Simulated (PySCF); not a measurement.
Cl₂Si, charge -1, multiplicity 2. Atoms are numbered in the order given.

```xyz
3

Si     0.0000     0.0000     1.0450
Cl     0.0000    -1.7030    -0.4303
Cl     0.0000     1.7030    -0.4303
```
Charge -1, spin multiplicity 2.

Geometry: PBE0-D3(BJ)/def2-SVPD. The spin state was assumed, not searched. The isomer is the one that the SMILES or the coordinates give; other isomers of the formula were not compared.

These are PBE/def2-TZVPD (PySCF) values and carry that method's errors.

Mulliken values depend strongly on the basis, most of all with diffuse functions as here. Atomic charges (e):

| atom | Mulliken | meta-Löwdin | Mulliken spin |
|---|---|---|---|
| Si1 | -0.21 | -0.12 | 0.92 |
| Cl2 | -0.40 | -0.44 | 0.04 |
| Cl3 | -0.40 | -0.44 | 0.04 |
